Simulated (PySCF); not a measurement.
Molecule: SMILES NP1CCPCC1, C4H11NP2.

Geometry (Å), atoms numbered from 1 in this order:
```xyz
18

N     2.4471   -0.7374    0.5480
P     1.1679   -0.5055   -0.5814
C    -0.1436   -1.3697    0.4164
C    -1.5342   -0.9839   -0.0730
P    -1.9466    0.7512    0.4622
C    -0.6440    1.6166   -0.5486
C     0.7463    1.2298   -0.0592
H     2.7352   -1.7128    0.5527
H     3.2579   -0.1883    0.2734
H    -0.0041   -1.1091    1.4705
H     0.0092   -2.4487    0.3051
H    -2.2875   -1.6515    0.3572
H    -1.5880   -1.0621   -1.1636
H    -2.9805    0.9351   -0.4682
H    -0.7999    2.6945   -0.4377
H    -0.7587    1.3590   -1.6064
H     1.4980    1.8997   -0.4907
H     0.8169    1.2893    1.0316
```

Frames of a GFN2-xTB Langevin trajectory at 600 K; GIAO PBE0/pcSseg-1 shieldings in PySCF 2.14.0 with density-fitted response routines, gas phase, non-relativistic; equivalent atoms averaged within each frame.

Chemical shifts δ = σref − σ; NH3 for 15N (σref 267.73); 31P (σref 318.38) against H3PO4; 13C (σref 186.93), 1H (σref 31.72) vs TMS, all at this level. The references are static minima.

How do the shifts (ppm) fluctuate along the trajectory?

Answers


```csv
time (fs),N1,P2,P5,C3/C7,C4/C6,H14,H12/H13/H15/H16,H8/H9,H10/H11/H17/H18
optimised geometry,36.5,31.1,-108.5,36.2,18.3,3.54,2.01,0.13,1.92
250,35.0,27.5,-118.5,44.9,23.8,2.86,2.22,1.91,1.78
425,29.2,-1.2,-83.7,37.1,25.8,4.64,2.20,0.53,1.68
625,34.1,4.6,-84.7,34.8,22.3,4.45,2.16,-0.19,2.10
800,38.4,-5.7,-111.8,44.1,20.0,3.02,2.38,1.08,1.64
1000,29.1,-39.1,-60.6,44.6,25.4,5.95,2.22,0.64,1.68
mean of frames,33.2,-2.8,-91.9,41.1,23.5,4.19,2.24,0.79,1.78
standard deviation,4.0,24.0,23.5,4.8,2.4,1.28,0.09,0.77,0.19
```

5 frames give an uncertainty of the mean of about the standard deviation over 2.2 at best, since frames this close in time may not be independent; classical motion lacks zero-point vibration, and the reference would need the same averaging.
